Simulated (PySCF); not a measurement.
`C=C/C=C1C=CC\1=C\C`, C9H10

Geometry:
```json
{"atom": "C1", "x (Å)": "2.776", "y (Å)": "-0.560", "z (Å)": "-2.095"}
{"atom": "C2", "x (Å)": "2.010", "y (Å)": "0.270", "z (Å)": "-1.391"}
{"atom": "C3", "x (Å)": "0.878", "y (Å)": "-0.163", "z (Å)": "-0.611"}
{"atom": "C4", "x (Å)": "0.109", "y (Å)": "0.668", "z (Å)": "0.098"}
{"atom": "C5", "x (Å)": "0.085", "y (Å)": "2.117", "z (Å)": "0.346"}
{"atom": "C6", "x (Å)": "-1.001", "y (Å)": "2.029", "z (Å)": "1.147"}
{"atom": "C7", "x (Å)": "-1.094", "y (Å)": "0.567", "z (Å)": "0.983"}
{"atom": "C8", "x (Å)": "-1.913", "y (Å)": "-0.365", "z (Å)": "1.447"}
{"atom": "C9", "x (Å)": "-1.841", "y (Å)": "-1.826", "z (Å)": "1.159"}
{"atom": "H10", "x (Å)": "2.581", "y (Å)": "-1.620", "z (Å)": "-2.118"}
{"atom": "H11", "x (Å)": "3.617", "y (Å)": "-0.216", "z (Å)": "-2.671"}
{"atom": "H12", "x (Å)": "2.223", "y (Å)": "1.330", "z (Å)": "-1.382"}
{"atom": "H13", "x (Å)": "0.667", "y (Å)": "-1.224", "z (Å)": "-0.622"}
{"atom": "H14", "x (Å)": "0.702", "y (Å)": "2.929", "z (Å)": "0.011"}
{"atom": "H15", "x (Å)": "-1.590", "y (Å)": "2.736", "z (Å)": "1.701"}
{"atom": "H16", "x (Å)": "-2.722", "y (Å)": "-0.059", "z (Å)": "2.101"}
{"atom": "H17", "x (Å)": "-1.010", "y (Å)": "-2.058", "z (Å)": "0.500"}
{"atom": "H18", "x (Å)": "-1.721", "y (Å)": "-2.384", "z (Å)": "2.088"}
{"atom": "H19", "x (Å)": "-2.767", "y (Å)": "-2.161", "z (Å)": "0.691"}
```

Computed, not measured: quadratic response wB97X-D/def2-SVPD first hyperpolarisability, Taylor convention, gas phase in PySCF 2.14.0. Geometry: GFN2-xTB.

Problem. Give the tensor of the second harmonic β(−2ω;ω,ω) at 1064 nm in the axes of these coordinates.

Solution. In au, Taylor convention; rows are the first index (the induced dipole):
```
      xx     yy     zz     xy     xz     yz
x  -71.9  -14.6  -14.1  -67.6  +17.2  +49.6
y  -57.6  -83.0  -35.2  -13.9  +43.0   -2.6
z  +20.2   -1.8  +28.4  +49.4  -13.4  -41.6
```
Norm of βᵢ = ⅓ Σⱼ (βᵢⱼⱼ + βⱼᵢⱼ + βⱼⱼᵢ): 216.2 au, hyper-Rayleigh value 88.3 au.
